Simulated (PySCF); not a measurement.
Molecule: SMILES F[P@OH8-](F)(F)(F)(F)F, [F6P]-.

Cartesian coordinates in Å; atom numbers follow the order of the lines, from 1:
```xyz
7

F     0.5974    0.4114    1.4550
P     0.0058   -0.0026   -0.0071
F     1.4227   -0.7204   -0.3769
F    -1.4108    0.7156    0.3632
F     0.5563    1.4016   -0.6281
F    -0.5441   -1.4067    0.6147
F    -0.5873   -0.4167   -1.4686
```

Total charge -1.

Geometry PBE0-D3(BJ)/def2-SVP throughout; GIAO in PySCF 2.14, gas phase, one conformer, non-relativistic; equivalent atoms averaged; basis pcSseg-2.

For orientation, B97-2 gives these shifts δ (against CFCl3, H3PO4 at the same level): F1 -77.0, F5/F6 -77.0, F3/F4 -77.0, F7 -77.1, P2 -134.9 ppm.

A run gave: F1 -47.3, F5/F6 -47.3, F3/F4 -47.3, F7 -47.4, P2 -169.8 ppm (shifts δ (against CFCl3, H3PO4 at the same level)).

Which functional was used in that run?
A. mPW1PW91
B. WP04
C. BLYP
D. HF

## Answers

D. P2 tells them apart best: HF gives -169.8, mPW1PW91 gives -137.9, BLYP gives -124.4, WP04 gives -132.7 ppm.
